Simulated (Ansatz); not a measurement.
C2H5Br, SMILES `CCBr`. Charge 0, multiplicity 1. The geometry is a stationary point of PBE0-D4/def2-TZVP.

```xyz
8

C    -0.531   -0.449   -0.414
C     0.582    0.350    0.212
Br    0.033    1.137    1.909
H    -0.184   -0.873   -1.362
H    -1.401    0.177   -0.617
H    -0.842   -1.269    0.234
H     0.891    1.189   -0.408
H     1.452   -0.261    0.446
```

(1) What is the dipole moment at r2SCAN/def2-TZVPP? (Estimate.)

(2) And with PBE, B3LYP, ωB97M-V? (Estimate.)

(3) Give the Mulliken charges with r2SCAN, B3LYP, ωB97M-V in def2-TZVPP. (Best estimate.)

## Answers

(1) Ansatz gave: 2.21 D, with components (0.42, -0.98, -1.94) D in this frame, pointing from negative to positive charge.

(2) Computed: PBE 2.07 D, B3LYP 2.13 D, ωB97M-V 2.13 D.

(3) Computed: 
```tsv
atom	r2SCAN	B3LYP	ωB97M-V
C1	-0.11	-0.22	-0.28
C2	-0.04	-0.14	-0.21
Br3	-0.17	-0.15	-0.12
H4	0.04	0.08	0.10
H5	0.05	0.09	0.11
H6	0.05	0.09	0.11
H7	0.09	0.12	0.15
H8	0.09	0.12	0.15
```

B3LYP here is the variant with VWN-RPA as its local correlation; programs differ in this.
